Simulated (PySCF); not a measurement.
Species: C5H5FO2.
Structure used (GFN2-xTB), in Å, numbered top down from 1:
```
atom  x, y, z in Å
C1     2.2953   -0.3476   -0.1812
O2     1.3775    0.7296   -0.1905
C3     0.0879    0.3967   -0.0442
O4    -0.2827   -0.8882    0.1007
C5    -1.6336   -0.9104    0.2268
C6    -2.1418    0.3456    0.1644
C7    -1.0227    1.1955   -0.0117
F8    -1.0512    2.5311   -0.1222
H9     3.2758    0.1037   -0.3126
H10    2.2557   -0.8890    0.7678
H11    2.0905   -1.0443   -0.9984
H12   -2.0902   -1.8699    0.3514
H13   -3.1649    0.6478    0.2320
```

Theory: PySCF, TDDFT B3LYP/def2-SVPD, vertical, gas phase, core orbitals frozen in the response.

Transition dipole moments from the ground state, in atomic units and in the frame of the coordinates above (overall signs are arbitrary), for the states with f of 0.002 or more among the lowest 7:

```csv
state,E (hartree),μx,μy,μz
S2,0.2037,-0.985,-0.545,0.138
S3,0.2075,0.015,0.011,0.139
S4,0.2206,-0.026,-0.025,-0.285
S6,0.2495,0.512,-0.099,-0.038
S7,0.2559,0.013,0.012,0.139
```

(1) What oscillator strength does each state have?

(2) Label these states by symmetry in Cs.

(3) Which bond between heavy atoms lies closest to the direction of the S2 transition dipole?

(4) What angle do the transition dipoles of S2 and S6 make?

(5) What peak molar absorption coefficient would the strongest computed level give as a lone Gaussian band 0.4 eV wide at half height?

Answers

(1) f = (2/3) ΔE |μ|² with ΔE in hartree (27.2114 eV).

| state | \|μ\|² (au) | \|μ\| (D) | f |
| --- | --- | --- | --- |
| S2 | 1.286 | 2.88 | 0.175 |
| S3 | 0.020 | 0.36 | 0.003 |
| S4 | 0.083 | 0.73 | 0.012 |
| S6 | 0.273 | 1.33 | 0.045 |
| S7 | 0.020 | 0.36 | 0.003 |

(2) Polarised normal to the mirror plane, so A″: S3, S4 and S7. Polarised in the mirror plane, so A′: S2 and S6.

(3) C6–C7, at 8° from it; next O2–C3 at 14°.

(4) |cos θ| = |μa·μb| / (|μa| |μb|) = 0.77, so θ ≈ 40° (taken between 0 and 90°, since the signs are arbitrary).

(5) ε(max) = 2.175×10⁸ f / FWHM, with the width in cm⁻¹. S2: 2.175×10⁸ × 0.1746 / 3226 ≈ 12000 L mol⁻¹ cm⁻¹.

Time: 36 s. Hardware: one thread, Arm Neoverse V2, shared host.

One conformer stands for the species.
